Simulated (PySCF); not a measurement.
CH₅AlO₂, charge +1, multiplicity 2. Atoms are numbered in the order given.

```xyz
9

Al     0.1785    -0.1540     0.0000
C     -1.5836     0.9864     0.0000
H     -1.9222     0.5224     0.9530
H     -1.9222     0.5224    -0.9530
H     -1.4847     2.0834     0.0000
O     -0.1112    -1.7922     0.0000
H      0.4576    -2.5805     0.0000
O      1.4086     0.9930     0.0000
H      1.6734     1.9283     0.0000
```
Charge +1, spin multiplicity 2.

The structure is a stationary point at PBE-D3(BJ)/def2-SVP. The spin state was assumed, not searched. The isomer is the one that the SMILES or the coordinates give; other isomers of the formula were not compared. One conformer was computed; it need not be the lowest.

Method: PBE/def2-TZVP in PySCF.

ESP charges are fitted to the potential on shells at 1.4 to 2.0 van der Waals radii. Atomic charges (e):

```json
[
 {"atom": "Al1", "Mulliken": "0.69", "ESP fit": "1.08", "meta-Löwdin": "1.27", "Mulliken spin": "0.11"},
 {"atom": "C2", "Mulliken": "-0.30", "ESP fit": "-0.65", "meta-Löwdin": "-0.37", "Mulliken spin": "0.63"},
 {"atom": "H3", "Mulliken": "0.22", "ESP fit": "0.33", "meta-Löwdin": "0.21", "Mulliken spin": "0.01"},
 {"atom": "H4", "Mulliken": "0.22", "ESP fit": "0.33", "meta-Löwdin": "0.21", "Mulliken spin": "0.01"},
 {"atom": "H5", "Mulliken": "0.21", "ESP fit": "0.27", "meta-Löwdin": "0.20", "Mulliken spin": "-0.02"},
 {"atom": "O6", "Mulliken": "-0.42", "ESP fit": "-0.73", "meta-Löwdin": "-0.70", "Mulliken spin": "0.01"},
 {"atom": "H7", "Mulliken": "0.36", "ESP fit": "0.49", "meta-Löwdin": "0.39", "Mulliken spin": "0.00"},
 {"atom": "O8", "Mulliken": "-0.36", "ESP fit": "-0.56", "meta-Löwdin": "-0.61", "Mulliken spin": "0.26"},
 {"atom": "H9", "Mulliken": "0.37", "ESP fit": "0.45", "meta-Löwdin": "0.41", "Mulliken spin": "-0.01"}
]
```
